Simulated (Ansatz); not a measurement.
Reaction (ligand exchange at the Si–O bond): `CO[SiH]1[CH2][Al]1[F]` + HCl → `[F][Al]1[CH2][SiH]1Cl` + CH₃OH

Program: Ansatz. Geometries: PBE0-D4/def2-TZVP. ΔE: electronic, gas phase. CCSD(T)/CBS is the MP2 limit (def2-TZVPP, def2-QZVPP) plus CCSD(T) − MP2 in def2-TZVPP, frozen cores. This one scheme is used for every species. DFT in def2-TZVPP. Each species was taken in one conformer, which may not be the lowest.

```json
{"species": "`CO[SiH]1[CH2][Al]1[F]`", "BHLYP-D4 energy (Eh)": "-786.88876"}
{"species": "HCl", "BHLYP-D4 energy (Eh)": "-460.81729"}
{"species": "`[F][Al]1[CH2][SiH]1Cl`", "BHLYP-D4 energy (Eh)": "-1131.99975"}
{"species": "CH₃OH", "BHLYP-D4 energy (Eh)": "-115.70874"}
```

Task: Work out ΔE.

Result: ΔE = (-1131.99975) + (-115.70874) − (-786.88876) − (-460.81729) = -0.00244 Eh = -1.5 kcal/mol. CCSD(T)/CBS gives -1.9 kcal/mol.

Largest T1 diagnostic among the species: 0.014.

Leaving LDA and LC-ωPBE aside and taking each functional with its dispersion term where it has one, the values, not all of them listed here, spread over 2.9 kcal/mol, from HSE06-D4 to CAM-B3LYP-D4. LDA lies +2.3 kcal/mol from PBE without D4.
